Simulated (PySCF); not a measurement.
Work out the structure from these simulated measurements.

Formula: C7H4ClFO.

| Property | Result |
| --- | --- |
| 1H NMR | chemical shifts (computed TMS as zero) by class: 7.62 (1 H), 7.10 (1 H), 7.08 (1 H), 6.95 (1 H) ppm [GIAO PBE0/pcSseg-1] |
| UV, first state | lowest singlet excitation: 3.49 eV (355 nm, f = 0.000) [TDDFT PBE0/def2-SVPD] |
| UV, strongest line | among the 6 lowest singlet transitions: S5 at 5.46 eV (227 nm, f = 0.397) [TDDFT PBE0/def2-SVPD] |
| Polarisability | 103.3 au [PBE0/def2-SVPD] |
| Dipole | 3.51 D [PBE0/def2-SVPD] |
| 13C NMR | chemical shifts (computed TMS as zero) by class: 182.8 (1 C), 171.0 (1 C), 152.5 (1 C), 151.6 (1 C), 148.9 (1 C), 136.7 (1 C), 122.1 (1 C) ppm [GIAO PBE0/pcSseg-1] |
| NMR, other nuclei | isotropic shieldings of nuclei other than C and H, by class: -277 (1 O), 248 (1 F), 684 (1 Cl) ppm [GIAO PBE0/pcSseg-1] |
| Triplet | lowest triplet excitation (Tamm–Dancoff): 2.30 eV [TDA PBE0/def2-SVPD] |
| Rotational structure | rotational constants A, B, C: 1.753, 0.948, 0.615 GHz [GFN2-xTB] |

Gas-phase values; electronic properties from PySCF, density fitting. Levels stand in brackets. NMR shifts are as computed; neighbouring signals can stand in another order in a measured spectrum. Geometry: GFN2-xTB; no solvent, vibrations or thermal averaging. Each NMR value is the plain mean over a class of atoms that symmetry, rotation or inversion makes alike.

Question: Propose a structure and show how it fits.

Answer: Numbering: `[O:1]=[c:2]1[cH:3][cH:4][cH:5][c:6]([F:7])[c:8]([Cl:9])[cH:10]1`. Its formula, C7H4ClFO, gives 5 degrees of unsaturation: 1 ring and 4 π bonds in the structure found (Kekulé form). 7 carbons fall into 7 classes; from least to most shielded: ring carbonyl carbon [C2] (182.8 ppm), unsaturated ring carbon [C6] (171.0 ppm), unsaturated ring CH carbon [C10] (152.5 ppm), unsaturated ring CH carbon [C3] (151.6 ppm), unsaturated ring carbon [C8] (148.9 ppm), unsaturated ring CH carbon [C4] (136.7 ppm), unsaturated ring CH carbon [C5] (122.1 ppm). Hydrogen classes from least to most shielded: 1 H on an unsaturated ring CH carbon, C10 (7.62 ppm), 1 H on an unsaturated ring CH carbon, C3 (7.10 ppm), 1 H on an unsaturated ring CH carbon, C4 (7.08 ppm), 1 H on an unsaturated ring CH carbon, C5 (6.95 ppm). The other shieldings belong to: -277 ppm, carbonyl oxygen [O1]; 248 ppm, fluorine bonded to C [F7]; 684 ppm, chlorine bonded to C [Cl9]. S1 is mainly HOMO−1→LUMO (weight 0.95); the largest Löwdin shares of the orbital it empties are 0.69 on the carbonyl oxygen, 0.11 on the ring carbonyl carbon and 0.07 on each of 2 atoms of one kind (unsaturated ring CH carbon), of the orbital it fills 0.20 on an unsaturated ring CH carbon, 0.15 on each of 2 atoms of one kind (unsaturated ring CH carbon) and 0.14 on an unsaturated ring carbon. The optimised geometry has point group Cs and is an asymmetric top. Structure: `O=c1cccc(F)c(Cl)c1`. Computed isomers that give other values at the same levels: `O=C(Cl)c1ccc(F)cc1` (13C chemical shifts (computed TMS as zero) by class: 178.1 (1 C), 175.2 (1 C), 142.4 (2 C), 132.3 (1 C), 121.8 (2 C) ppm); `O=C(Cl)c1ccccc1F` (13C chemical shifts (computed TMS as zero) by class: 173.9 (1 C), 173.4 (1 C), 143.8 (1 C), 140.8 (1 C), 129.4 (1 C), 124.5 (1 C), 124.2 (1 C) ppm); `O=C(Cl)c1cccc(F)c1` (13C chemical shifts (computed TMS as zero) by class: 176.1 (1 C), 172.6 (1 C), 138.7 (1 C), 135.8 (1 C), 133.0 (1 C), 129.4 (1 C), 127.9 (1 C) ppm). The assignments are read from this structure; whether some other isomer fits the data as well wasn't checked.
